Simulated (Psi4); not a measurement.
Torsional profile of C₂H₄F₂, SMILES FCCF, singlet. Scanned: dihedral F1–C2–C3–F4; all other coordinates were relaxed at GFN2-xTB. Points at φ and −φ are mirror images. Heavy atoms are numbered in the order of the SMILES FCCF, hydrogens after them in the order of the atoms that carry them; the mirror image has the same energies with the sign of each dihedral reversed.

Methods: B3LYP/def2-TZVP // GFN2-xTB (Psi4); MP2/cc-pVTZ = Psi4 with DF-MP2 (frozen core)/cc-pVTZ // GFN2-xTB.

Energies relative to the lowest point of each profile, in kcal/mol:

| φ / ° | B3LYP/def2-TZVP |
|---|---|
| -150 | 1.6 |
| -120 | 2.4 |
| -90 | 0.4 |
| -60 | 0.0 |
| -30 | 4.0 |
| 0 | 7.2 |
| 30 | 4.0 |
| 60 | 0.0 |
| 90 | 0.4 |
| 120 | 2.4 |
| 150 | 1.6 |
| 180 | 0.5 |

Problem. What does MP2/cc-pVTZ give at the same points?

Solution. -150: 1.6; -120: 2.7; -90: 0.6; -60: 0.0; -30: 4.2; 0: 7.5; 30: 4.2; 60: 0.0; 90: 0.6; 120: 2.7; 150: 1.6; 180: 0.4 (kcal/mol).
